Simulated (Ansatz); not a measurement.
## Low-lying states of CrF

Computed with Ansatz's Gaussian-basis code (development build). State-averaged CASSCF with equal weights; occupations are averaged over the states; levels count from the state that is lowest in CASSCF. CASSCF levels without dynamic correlation can be off by over 1 eV. Small basis; these aren't basis-limit values. No symmetry is imposed, so a solution can break that of the shape. Lower solutions, or ones in other orbitals, may exist. The average may hold one member of a degenerate pair alone.

Geometry: bond length 2.6760 Å. A bond is stretched, to 1.37 times the sum of the covalent radii.

Basis def2-SVP, nonrelativistic, 10 orbitals frozen in the corrections; active space CAS(11,9). Averaged: 2 sextets.

Q: Give the levels in order.

A: 

| state | CASSCF (eV) |
| --- | --- |
| sextet | 0.000 |
| sextet | 0.155 |

Occupations: 2.00, 1.99, 1.99, 1.00, 1.00, 1.00, 1.00, 0.51, 0.51.
